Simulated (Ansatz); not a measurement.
Reaction (silylene formation by 1,1-elimination): `CO[SiH2]C` → `CO[Si]C` + H₂

Program: Ansatz. Geometries: PBE0-D4/def2-TZVP. ΔE: electronic, gas phase. CBS: MP2 limit from def2 TZ/QZ plus the TZ coupled-cluster correction, frozen cores. This one scheme is used for every species. One conformer a species, not always the lowest.

`CO[SiH2]C`:

Z-matrix (Å, degrees):
```
C
O 1 1.406
H 1 1.092 2 108.4
H 1 1.097 2 111.7 3 -119.3
H 1 1.096 2 111.6 3 119.1
Si 2 1.646 1 122.9 3 170.6
C 6 1.864 2 112.5 1 66.4
H 6 1.493 2 109.3 1 -54.7
H 6 1.483 2 105.4 1 -172.6
H 7 1.093 6 111.6 2 -62.6
H 7 1.093 6 111.1 2 58.5
H 7 1.094 6 110.0 2 178.1
```

`CO[Si]C`:

```xyz
10

C    -0.359   -0.805    1.287
O    -1.074    0.348    0.914
Si   -0.959    1.402   -0.345
C     0.503    0.706   -1.354
H    -1.046   -1.654    1.333
H     0.446   -1.040    0.586
H     0.069   -0.656    2.281
H     0.311   -0.316   -1.703
H     1.430    0.682   -0.768
H     0.678    1.332   -2.232
```

H₂:

Z-matrix (Å, degrees):
```
H
H 1 0.746
```

```csv
species,MP2/def2-SVP energy (Eh)
`CO[SiH2]C`,-444.59085
`CO[Si]C`,-443.35608
H₂,-1.15525
```

Task: Work out ΔE.

Result: ΔE = (-443.35608) + (-1.15525) − (-444.59085) = 0.07952 Eh = +49.9 kcal/mol. CCSD(T)/CBS gives +47.9 kcal/mol.

Largest T1 diagnostic among the species: 0.014.

At CCSD(T), def2-SVP lies −0.8 kcal/mol from the extrapolated value and def2-TZVPP −0.6 kcal/mol. Leaving LDA and LC-ωPBE aside and taking each functional with its dispersion term where it has one, the values, not all of them listed here, spread over 11.3 kcal/mol, from BLYP-D4 to r2SCAN0-D4. LDA lies +5.5 kcal/mol from PBE without D4. In def2-TZVPP, CCSD(T) changes the Hartree–Fock value by −5.6 kcal/mol (the triples alone add −1.1 kcal/mol) and MP2 by −3.3 kcal/mol.
